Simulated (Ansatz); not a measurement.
Geometry optimisation, RKS PBE0-D4/def2-SVP (Ansatz).

Input file:

```yaml
crystal:
  periodic: [false, false, false]
  atoms:
    - { symbol: "N", position_ang: [-1.8409, 0.8345, 0.5041] }
    - { symbol: Si, position_ang: [-0.4492, 0.1539, 1.2619] }
    - { symbol: Si, position_ang: [1.0008, -0.4166, -0.3239] }
    - { symbol: "N", position_ang: [0.3723, -1.6037, -1.4222] }
    - { symbol: Se, position_ang: [1.6401, 1.431, -1.5049] }
    - { symbol: H, position_ang: [-2.2666, 0.1823, -0.1727] }
    - { symbol: H, position_ang: [-1.5267, 1.6842, -0.0815] }
    - { symbol: H, position_ang: [-0.8021, -1.0221, 2.0144] }
    - { symbol: H, position_ang: [0.1718, 1.1545, 2.2125] }
    - { symbol: H, position_ang: [2.2238, -1.003, 0.3511] }
    - { symbol: H, position_ang: [-0.5651, -1.1675, -1.8016] }
    - { symbol: H, position_ang: [-0.0096, -2.4036, -0.8115] }
    - { symbol: H, position_ang: [2.0718, 2.1414, -0.2109] }
basis:
  gaussian: { orbitals: def2-SVP }
hamiltonian:
  xc: pbe0
  dispersion: d4
relax:
  f_tol: 0.015
  max_steps: 40
```

Command:

```bash
$ ansatz run input.yaml --threads 2 --pin off --max-ram 3072MiB --backend cpu --events-out ev --progress --plain --runs-dir out
```

Task: Where does it end, and by what steps?

Result: The run converged. After 30 steps the energy has fallen by 0.874 eV; H12 moved furthest, 1.40 Å.

| step | energy less start (eV) | largest force component (eV/Å) | accepted |
| --- | --- | --- | --- |
| 0 | 0.0000 | 3.625 | yes |
| 2 | -0.6213 | 0.772 | yes |
| 4 | -0.7186 | 0.398 | yes |
| 6 | -0.7473 | 0.041 | yes |
| 8 | -0.7489 | 0.472 | yes |
| 10 | -0.7619 | 0.090 | yes |
| 12 | -0.7720 | 0.188 | yes |
| 14 | -0.7977 | 0.173 | yes |
| 16 | -0.7992 | 0.867 | no |
| 18 | -0.8130 | 1.053 | yes |
| 20 | -0.8494 | 0.780 | yes |
| 22 | -0.8620 | 0.156 | no |
| 24 | -0.8734 | 0.042 | yes |
| 26 | -0.8740 | 0.039 | yes |
| 28 | -0.8743 | 0.032 | yes |
| 30 | -0.8745 | 0.007 | yes |

```xyz
13
Properties=species:S:1:pos:R:3
N -1.789 0.701 0.227
Si -0.533 0.196 1.326
Si 1.084 -0.535 -0.193
N 0.287 -1.692 -1.191
Se 1.616 1.374 -1.422
H -2.711 0.919 0.590
H -1.514 1.388 -0.472
H -1.098 -0.889 2.188
H 0.033 1.244 2.246
H 2.352 -1.117 0.339
H -0.692 -1.521 -1.400
H 0.761 -2.158 -1.956
H 2.226 2.056 -0.268
```

The run took 4.2 min on 2 threads of Intel(R) Xeon(R) Platinum 8259CL CPU @ 2.50GHz (Skylake/Cascade Lake), with other jobs on the host, peak memory 0.41 GiB.
